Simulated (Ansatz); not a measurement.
Geometry optimisation, RKS PBE/6-31G* in Ansatz 0.2.0.

Input:

```yaml
crystal:
  periodic: [false, false, false]
  atoms:
    - { symbol: B, position_ang: [0.0, 0.0, 0.0] }
    - { symbol: H, position_ang: [0.0, 0.0, 1.54] }
    - { symbol: F, position_ang: [1.1431, 0.0, -0.66] }
    - { symbol: F, position_ang: [-1.1431, 0.0, -0.66] }
    - { symbol: O, position_ang: [0.0715, -1.6212, 0.5392] }
    - { symbol: H, position_ang: [-0.475, -2.2058, -0.077] }
    - { symbol: H, position_ang: [0.0379, -0.8605, 1.537] }
basis:
  gaussian: { orbitals: "6-31G*" }
hamiltonian:
  xc: pbe
relax:
  f_tol: 0.15
  max_steps: 25
  restrain:
    - { distance: [0, 4], at: 2.61, k: 30.0 }
    - { distance: [6, 1], at: 1.86, k: 30.0 }
    - { distance: [0, 1], at: 1.19, k: 30.0 }
    - { distance: [6, 4], at: 1.01, k: 30.0 }
```

Launched with:

```bash
$ ansatz run input.yaml --threads 1 --pin off --max-ram 2048MiB --backend cpu --events-out ev --progress --plain --runs-dir out
```

Task: Where does it end, and by what steps?

Result: The forces met the threshold. The restraints hold the end off the free minimum. After 9 steps the energy has fallen by 2.500 eV (the restraints' own energy left out); H7 moved furthest, 0.66 Å. Parted: B1–O5, H2–H7. Joined: B1–H2, O5–H7.

```tsv
step	energy less start (eV)	largest force component (eV/Å)	accepted
0	0.0000	5.367	yes
1	-0.4792	3.306	yes
2	-1.2527	2.721	yes
3	-1.9351	2.588	yes
4	-2.1757	1.901	yes
5	-2.2061	2.377	yes
6	-2.4237	1.411	yes
7	-2.4812	0.782	yes
8	-2.4985	0.540	yes
9	-2.5004	0.653	yes
```

```xyz
7
Properties=species:S:1:pos:R:3
B 0.067 0.304 -0.031
H 0.020 0.342 1.164
F 1.191 0.590 -0.675
F -1.051 0.112 -0.737
O 0.162 -2.183 0.730
H -0.721 -2.342 0.336
H -0.032 -1.509 1.432
```

The run took 17 s on 1 thread of Arm Neoverse V1 (shared host), peak memory 0.12 GiB.
